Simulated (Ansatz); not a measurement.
Reaction (formal exchange of groups at the Si–B bond): `C#C[SiH2]B(C)F` + `C=CCC#N` → `C#C[SiH2]C#N` + `C=CCB(C)F`

Calculated with Ansatz (gas phase, PBE0-D4/def2-TZVP geometries, no zero-point term in ΔE). CBS: MP2 limit from def2 TZ/QZ plus the TZ coupled-cluster correction, frozen cores. Each species was taken in one conformer, which may not be the lowest.

`C#C[SiH2]B(C)F`:

```xyz
12

C    -1.311   -0.861    2.305
C    -0.440   -0.210    1.783
Si    0.857    0.753    0.927
B     0.716    0.485   -1.096
C    -0.345   -0.414   -1.789
F     1.608    1.140   -1.836
H    -2.078   -1.433    2.776
H     2.185    0.305    1.430
H     0.692    2.188    1.286
H    -1.352   -0.088   -1.502
H    -0.266   -1.438   -1.406
H    -0.266   -0.428   -2.878
```

`C=CCC#N`:

```xyz
10

C    -1.175    0.425    0.833
C    -0.801   -0.163   -0.291
C     0.618   -0.380   -0.733
C     1.609    0.127    0.201
N     2.381    0.533    0.948
H    -0.452    0.809    1.545
H    -2.224    0.541    1.076
H    -1.546   -0.539   -0.986
H     0.805   -1.449   -0.887
H     0.786    0.097   -1.706
```

`C#C[SiH2]C#N`:

Cartesian coordinates in Å:
```
C 0.124 -2.264 0.029
C 0.163 -1.077 -0.171
Si 0.230 0.705 -0.490
C -0.605 1.578 0.910
N -1.122 2.136 1.774
H 0.089 -3.315 0.209
H 1.626 1.184 -0.537
H -0.505 1.053 -1.724
```

`C=CCB(C)F`:

```xyz
14

C     2.189    0.408    0.311
C     1.306    0.324   -0.676
C     0.213   -0.696   -0.773
B    -1.133    0.051   -0.431
C    -1.854   -0.021    0.949
F    -1.656    0.815   -1.394
H     2.936    1.193    0.334
H     2.203   -0.311    1.124
H     1.330    1.070   -1.468
H     0.402   -1.518   -0.078
H     0.167   -1.097   -1.792
H    -2.357   -0.993    1.032
H    -1.137    0.016    1.773
H    -2.607    0.757    1.087
```

```json
{"species": "`C#C[SiH2]B(C)F`", "SCS-MP2/def2-QZVPP energy (Eh)": "-531.29619"}
{"species": "`C=CCC#N`", "SCS-MP2/def2-QZVPP energy (Eh)": "-209.76855"}
{"species": "`C#C[SiH2]C#N`", "SCS-MP2/def2-QZVPP energy (Eh)": "-459.57069"}
{"species": "`C=CCB(C)F`", "SCS-MP2/def2-QZVPP energy (Eh)": "-281.52644"}
```

Work out ΔE.

ΔE = (-459.57069) + (-281.52644) − (-531.29619) − (-209.76855) = -0.03239 Eh = -85.0 kJ/mol. CCSD(T)/CBS gives -78.5 kJ/mol.

Largest T1 diagnostic among the species: 0.014.

From PBE to PBE0 (25 % exact exchange), in def2-TZVPP and without D4, ΔE moves by −3.5 kJ/mol.
